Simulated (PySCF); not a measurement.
This script is equivalent to a calculation on Li²⁺ (lithium, charge +2).

```python
from pyscf import gto, scf, dft, mp, cc
import basis_set_exchange as bse
mol = gto.M(atom="Li 0 0 0", charge=2, spin=1, symmetry="D2h",
            basis=gto.basis.parse(bse.get_basis("x2c-TZVPall", elements=["Li"], fmt="nwchem", header=False)),
            nucmod="G")
mf = dft.UKS(mol, xc="M062X").sfx2c1e()
mf.irrep_nelec = {'Ag': (1, 0)}
mf.kernel()
```

Problem. What total energy does it give?

Solution. -4.495 hartree (calculated).

Problem. Which occupied shell lies highest, and where?

Solution. 1s α, at -112.41 eV.

Problem. What is ⟨S²⟩, and what would a pure spin state give?

Solution. 0.750, against 0.75.

For one electron the Hartree and exchange-correlation energies should cancel; what remains is the self-interaction error.
